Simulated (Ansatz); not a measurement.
A nudged elastic band was laid between two geometries of CH6Sn + ClH (10 atoms, charge 0, multiplicity 1).

All numbers below come from RHF/def2-SVP (Ansatz 0.2.0).

* movable images: 7
* climbing image: yes
* spring: 0.1 eV/Å²
* optimiser: quadratic models (default)
* start path: through a guess of the saddle point
* force threshold: 0.05 eV/Å
* iteration limit: 60
* end points: relaxed

Image 0:

```xyz
10
Properties=species:S:1:pos:R:3
Sn -0.181 -0.248 0.146
C -0.404 -0.347 2.294
H -1.455 -0.461 2.560
H 0.150 -1.198 2.692
H -0.023 0.567 2.747
H 1.472 -0.030 -0.262
H -1.087 1.051 -0.501
H -0.721 -1.709 -0.571
Cl 1.736 3.214 1.804
H 2.707 2.468 1.459
```

Image 8:

```xyz
10
Properties=species:S:1:pos:R:3
Sn 0.532 0.448 -1.394
C -0.199 0.119 3.745
H -1.241 0.105 3.425
H 0.146 -0.904 3.901
H -0.115 0.675 4.679
H 1.177 0.796 -2.928
H -1.057 1.025 -1.215
H 0.680 -1.196 -0.988
Cl 1.859 1.642 0.162
H 0.413 0.598 2.981
```

(1) Which bonds break or form, and what moves?

(2) What energy profile does the band end with?

(3) What is the geometry of the highest image?

Results:

(1) Bonds broken: Sn1–C2, Cl9–H10. Bonds formed: Sn1–Cl9, C2–H10. CH6Sn + ClH becomes CH4 + ClH3Sn.

(2) The forces met the threshold. The highest image is number 4 of 0 to 8, 1.97 eV above the first end and 3.36 eV above the last; the last end lies 1.39 eV below the first. Neighbouring images differ by up to 2.4 eV, so the band resolves the path poorly. Another band between the same ends (7 images) ends at a top of the same energy, where a vibrational analysis finds 1 clearly imaginary mode. The orbitals stay closed-shell, which can raise the energy where a bond breaks towards radicals; this wasn't checked here.

```json
{"image": "0", "path coordinate (Å)": "0.00", "energy (eV)": "0.00", "Sn1–C2 (Å)": "2.16", "Cl9–H10 (Å)": "1.27", "Sn1–Cl9 (Å)": "4.29"}
{"image": "1", "path coordinate (Å)": "0.88", "energy (eV)": "0.02", "Sn1–C2 (Å)": "2.16", "Cl9–H10 (Å)": "1.27", "Sn1–Cl9 (Å)": "4.14"}
{"image": "2", "path coordinate (Å)": "1.76", "energy (eV)": "0.13", "Sn1–C2 (Å)": "2.17", "Cl9–H10 (Å)": "1.27", "Sn1–Cl9 (Å)": "3.90"}
{"image": "3", "path coordinate (Å)": "2.63", "energy (eV)": "0.53", "Sn1–C2 (Å)": "2.20", "Cl9–H10 (Å)": "1.28", "Sn1–Cl9 (Å)": "3.41"}
{"image": "4", "path coordinate (Å)": "3.50", "energy (eV)": "1.97", "Sn1–C2 (Å)": "2.38", "Cl9–H10 (Å)": "1.67", "Sn1–Cl9 (Å)": "3.02"}
{"image": "5", "path coordinate (Å)": "5.00", "energy (eV)": "-0.40", "Sn1–C2 (Å)": "3.19", "Cl9–H10 (Å)": "2.24", "Sn1–Cl9 (Å)": "2.44"}
{"image": "6", "path coordinate (Å)": "6.52", "energy (eV)": "-1.32", "Sn1–C2 (Å)": "4.08", "Cl9–H10 (Å)": "2.83", "Sn1–Cl9 (Å)": "2.37"}
{"image": "7", "path coordinate (Å)": "8.07", "energy (eV)": "-1.38", "Sn1–C2 (Å)": "4.62", "Cl9–H10 (Å)": "3.27", "Sn1–Cl9 (Å)": "2.37"}
{"image": "8", "path coordinate (Å)": "9.58", "energy (eV)": "-1.39", "Sn1–C2 (Å)": "5.20", "Cl9–H10 (Å)": "3.34", "Sn1–Cl9 (Å)": "2.37"}
```

(3) 
```xyz
10
Properties=species:S:1:pos:R:3
Sn 0.135 0.118 -0.009
C 0.032 0.055 2.366
H -1.053 -0.055 2.394
H 0.525 -0.913 2.457
H 0.306 0.633 3.253
H 1.712 -0.105 -0.565
H -0.854 1.335 -0.631
H -0.705 -1.382 -0.056
Cl 1.447 2.499 1.319
H 0.651 1.122 1.841
```

Run time: 4.8 min on 1 thread of Intel(R) Xeon(R) Platinum 8488C (Sapphire Rapids), on a shared host, peak memory 0.2 GiB.
